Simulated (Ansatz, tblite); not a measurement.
Forces on the cluster GeTe4 at its PBE-D4/def2-SVP geometry. The state is a singlet with charge 0.

In the def2 sets Te takes a core potential; there is no spin–orbit coupling. The xTB rows come from tblite. The structure comes from a short search, and lower isomers may exist.

GFN1-xTB (tblite), largest force 2.14 eV/Å:

```xyz
5
positions Å, forces eV/Å
Ge   -1.169   -1.004   -0.836    1.272    1.587    0.674
Te   -1.720    1.656   -0.526    0.466   -1.335    0.096
Te   -0.713    0.293    1.632    0.850   -0.392   -1.155
Te    2.056    0.048    1.113   -1.347   -0.054   -0.340
Te    1.547   -0.993   -1.382   -1.241    0.194    0.725
```

GFN2-xTB (tblite), largest force 1.05 eV/Å:

```
Ge 0.502 0.767 0.495
Te 0.327 -0.650 0.214
Te 0.588 -0.219 -0.843
Te -0.999 0.086 -0.055
Te -0.419 0.015 0.190
```

BHLYP-D4/def2-TZVP (Ansatz), largest force 0.74 eV/Å:

```
Ge 0.158 0.193 -0.021
Te 0.405 -0.493 0.374
Te 0.332 0.137 -0.451
Te -0.674 0.043 -0.199
Te -0.222 0.120 0.297
```
